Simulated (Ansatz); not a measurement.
`CC(C)(C)[NH][InH2]` + `B[SiH2]CN` → `B[SiH2][CH2][InH2]` + `CC(C)(C)NN`  (formal exchange of groups at the In–N bond)

Isolated molecules relaxed with PBE0-D4/def2-TZVP in Ansatz; ΔE leaves out vibrations. CCSD(T)/CBS is the MP2 limit (def2-TZVPP, def2-QZVPP) plus CCSD(T) − MP2 in def2-TZVPP, frozen cores. DFT in def2-TZVPP. def2 core potentials past Kr. For In outer-core shells are correlated without core-valence functions, which leaves a few kJ/mol of doubt a bond. One conformer a species, not always the lowest.

```json
{"level": "r2SCAN-D4", "ΔE (kJ/mol)": "90.9"}
{"level": "HF/def2-TZVPP", "ΔE (kJ/mol)": "98.6"}
{"level": "MP2/def2-TZVPP", "ΔE (kJ/mol)": "98.7"}
{"level": "CCSD/CBS(def2)", "ΔE (kJ/mol)": "95.7"}
```

Question: What does CCSD(T)/CBS give? (An estimate is asked.)

Answer: Computed: +95.8 kJ/mol. The listed levels differ from it by -4.9, 2.8, 2.9, -0.1 kJ/mol.

Largest T1 diagnostic among the species: 0.014.

From PBE to PBE0 (25 % exact exchange), in def2-TZVPP and without D4, ΔE moves by −3.5 kJ/mol.
